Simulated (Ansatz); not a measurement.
Si32H36, a nanocrystal cut from cubic silicon. Total charge 0; singlet. Geometry PBE-D4/def2-SVP.

Cartesian coordinates in Å:
```
Si 0.650 -3.752 1.313
Si -1.662 -3.046 -1.672
Si -1.445 -1.363 3.503
Si -3.760 -0.651 0.523
Si -0.206 -1.791 -5.033
Si 2.110 -2.514 -2.017
Si 0.036 -0.137 0.183
Si 3.825 0.419 -0.170
Si 1.499 1.097 -3.135
Si 2.361 -0.824 3.156
Si 1.750 2.787 2.002
Si -2.275 0.565 -2.790
Si -4.389 2.981 -0.658
Si -0.577 3.467 -0.962
Si -2.063 2.248 2.350
Si 3.212 4.055 -1.352
Si 2.411 -4.025 -0.234
Si 0.158 -3.172 -3.164
Si -1.213 -4.538 0.097
Si -3.488 -1.943 2.475
Si 0.401 -1.522 2.043
Si -1.915 -0.829 -0.926
Si -1.860 0.843 4.231
Si -4.015 1.591 1.203
Si 4.269 -0.845 1.768
Si -0.450 0.422 -4.272
Si 1.873 -0.294 -1.272
Si -0.211 2.084 0.909
Si 3.571 2.662 0.510
Si 1.254 3.334 -2.438
Si 2.274 1.428 3.854
Si -2.533 2.800 -2.092
H 0.885 -4.641 2.513
H -2.927 -3.458 -2.390
H -1.207 -2.256 4.699
H -5.000 -1.091 -0.223
H -1.453 -2.230 -5.764
H 0.967 -1.887 -5.980
H 3.290 -2.581 -2.959
H 4.985 0.318 -1.134
H 2.690 0.983 -4.060
H 2.594 -1.718 4.353
H 1.564 4.220 2.446
H -3.533 0.106 -3.491
H -5.645 2.551 -1.378
H -4.558 4.413 -0.206
H -0.733 4.890 -0.477
H -2.202 3.688 2.791
H 4.390 3.969 -2.293
H 3.058 5.488 -0.901
H 2.302 -5.425 -0.792
H 3.769 -3.878 0.398
H 0.322 -4.612 -3.597
H -0.823 -5.866 -0.509
H -2.423 -4.756 0.964
H -3.599 -3.416 2.189
H -4.593 -1.567 3.435
H -3.191 0.834 4.946
H -0.816 1.345 5.192
H -5.182 1.670 2.162
H 4.730 -2.238 1.432
H 5.379 -0.154 2.526
H -0.688 1.362 -5.433
H 4.823 3.082 1.248
H 0.968 4.194 -3.649
H 1.317 1.647 4.995
H 3.660 1.803 4.325
H -2.715 3.675 -3.312
```

Single mean-field runs in def2-SVP, def2-TZVP are fitted with def2-universal-jkfit.

Task: Estimate the orbital energies around the gap (eV) in Ansatz with PBE-D4/def2-SVP, PBE-D4/def2-TZVP, r2SCAN-D4/def2-TZVP, PBE0-D4/def2-SVP, PBE0-D4/def2-TZVP.

Result: 
```json
{"orbital": "HOMO−13", "PBE-D4/def2-SVP": "-6.90", "PBE-D4/def2-TZVP": "-6.87", "r2SCAN-D4/def2-TZVP": "-7.13", "PBE0-D4/def2-SVP": "-7.94", "PBE0-D4/def2-TZVP": "-7.87"}
{"orbital": "HOMO−12", "PBE-D4/def2-SVP": "-6.79", "PBE-D4/def2-TZVP": "-6.76", "r2SCAN-D4/def2-TZVP": "-7.01", "PBE0-D4/def2-SVP": "-7.81", "PBE0-D4/def2-TZVP": "-7.74"}
{"orbital": "HOMO−11", "PBE-D4/def2-SVP": "-6.75", "PBE-D4/def2-TZVP": "-6.73", "r2SCAN-D4/def2-TZVP": "-6.98", "PBE0-D4/def2-SVP": "-7.80", "PBE0-D4/def2-TZVP": "-7.73"}
{"orbital": "HOMO−10", "PBE-D4/def2-SVP": "-6.63", "PBE-D4/def2-TZVP": "-6.60", "r2SCAN-D4/def2-TZVP": "-6.84", "PBE0-D4/def2-SVP": "-7.64", "PBE0-D4/def2-TZVP": "-7.57"}
{"orbital": "HOMO−9", "PBE-D4/def2-SVP": "-6.50", "PBE-D4/def2-TZVP": "-6.47", "r2SCAN-D4/def2-TZVP": "-6.70", "PBE0-D4/def2-SVP": "-7.49", "PBE0-D4/def2-TZVP": "-7.41"}
{"orbital": "HOMO−8", "PBE-D4/def2-SVP": "-6.50", "PBE-D4/def2-TZVP": "-6.47", "r2SCAN-D4/def2-TZVP": "-6.70", "PBE0-D4/def2-SVP": "-7.49", "PBE0-D4/def2-TZVP": "-7.41"}
{"orbital": "HOMO−7", "PBE-D4/def2-SVP": "-6.43", "PBE-D4/def2-TZVP": "-6.41", "r2SCAN-D4/def2-TZVP": "-6.65", "PBE0-D4/def2-SVP": "-7.43", "PBE0-D4/def2-TZVP": "-7.37"}
{"orbital": "HOMO−6", "PBE-D4/def2-SVP": "-6.43", "PBE-D4/def2-TZVP": "-6.41", "r2SCAN-D4/def2-TZVP": "-6.65", "PBE0-D4/def2-SVP": "-7.43", "PBE0-D4/def2-TZVP": "-7.37"}
{"orbital": "HOMO−5", "PBE-D4/def2-SVP": "-6.34", "PBE-D4/def2-TZVP": "-6.32", "r2SCAN-D4/def2-TZVP": "-6.54", "PBE0-D4/def2-SVP": "-7.30", "PBE0-D4/def2-TZVP": "-7.23"}
{"orbital": "HOMO−4", "PBE-D4/def2-SVP": "-6.31", "PBE-D4/def2-TZVP": "-6.29", "r2SCAN-D4/def2-TZVP": "-6.51", "PBE0-D4/def2-SVP": "-7.28", "PBE0-D4/def2-TZVP": "-7.21"}
{"orbital": "HOMO−3", "PBE-D4/def2-SVP": "-6.31", "PBE-D4/def2-TZVP": "-6.29", "r2SCAN-D4/def2-TZVP": "-6.51", "PBE0-D4/def2-SVP": "-7.28", "PBE0-D4/def2-TZVP": "-7.21"}
{"orbital": "HOMO−2", "PBE-D4/def2-SVP": "-6.14", "PBE-D4/def2-TZVP": "-6.15", "r2SCAN-D4/def2-TZVP": "-6.36", "PBE0-D4/def2-SVP": "-7.09", "PBE0-D4/def2-TZVP": "-7.06"}
{"orbital": "HOMO−1", "PBE-D4/def2-SVP": "-6.14", "PBE-D4/def2-TZVP": "-6.15", "r2SCAN-D4/def2-TZVP": "-6.36", "PBE0-D4/def2-SVP": "-7.09", "PBE0-D4/def2-TZVP": "-7.06"}
{"orbital": "HOMO", "PBE-D4/def2-SVP": "-6.12", "PBE-D4/def2-TZVP": "-6.13", "r2SCAN-D4/def2-TZVP": "-6.34", "PBE0-D4/def2-SVP": "-7.07", "PBE0-D4/def2-TZVP": "-7.04"}
{"orbital": "LUMO", "PBE-D4/def2-SVP": "-2.40", "PBE-D4/def2-TZVP": "-2.52", "r2SCAN-D4/def2-TZVP": "-2.43", "PBE0-D4/def2-SVP": "-1.79", "PBE0-D4/def2-TZVP": "-1.86"}
{"orbital": "LUMO+1", "PBE-D4/def2-SVP": "-2.28", "PBE-D4/def2-TZVP": "-2.42", "r2SCAN-D4/def2-TZVP": "-2.30", "PBE0-D4/def2-SVP": "-1.66", "PBE0-D4/def2-TZVP": "-1.75"}
{"orbital": "LUMO+2", "PBE-D4/def2-SVP": "-2.28", "PBE-D4/def2-TZVP": "-2.42", "r2SCAN-D4/def2-TZVP": "-2.30", "PBE0-D4/def2-SVP": "-1.66", "PBE0-D4/def2-TZVP": "-1.75"}
{"orbital": "LUMO+3", "PBE-D4/def2-SVP": "-2.21", "PBE-D4/def2-TZVP": "-2.37", "r2SCAN-D4/def2-TZVP": "-2.25", "PBE0-D4/def2-SVP": "-1.58", "PBE0-D4/def2-TZVP": "-1.69"}
{"orbital": "LUMO+4", "PBE-D4/def2-SVP": "-2.20", "PBE-D4/def2-TZVP": "-2.36", "r2SCAN-D4/def2-TZVP": "-2.24", "PBE0-D4/def2-SVP": "-1.58", "PBE0-D4/def2-TZVP": "-1.68"}
{"orbital": "LUMO+5", "PBE-D4/def2-SVP": "-2.20", "PBE-D4/def2-TZVP": "-2.36", "r2SCAN-D4/def2-TZVP": "-2.24", "PBE0-D4/def2-SVP": "-1.58", "PBE0-D4/def2-TZVP": "-1.68"}
```
